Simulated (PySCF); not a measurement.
Si(Me)2(Cl)2 (C2H6Cl2Si), SMILES [Si](C)(Cl)(C)Cl. Geometry optimised at r2SCAN-D4/def2-SVP. The isomer is the one that the SMILES or the coordinates give; other isomers of the formula were not compared.

The numbers are results of PySCF 2.14.0 with r2SCAN-D4/def2-SVP, not measurements.

Harmonic wavenumbers (cm⁻¹): 160, 161, 166, 173, 215, 220, 234, 470, 554, 691, 695, 748, 805, 832, 855, 1259, 1263, 1416, 1417, 1424, 1430, 3038, 3039, 3146, 3147, 3157, 3157. Rotational constants (GHz): 2.539, 1.777, 1.573; symmetry number 2.

Q: Work out the zero-point energy and the ideal-gas rigid-rotor harmonic-oscillator thermochemistry at 298.15 K and 1 atm.

A: ZPE = ½ Σ hcν = ½ × 33870 cm⁻¹ = 202.59 kJ/mol. H − E(el) = 225.83 kJ/mol. Entropy in J/(mol K): translation 169.36, rotation 112.25, vibration 77.97, total 359.58. G − E(el) = 118.62 kJ/mol. Cp = 118.50 J/(mol K).
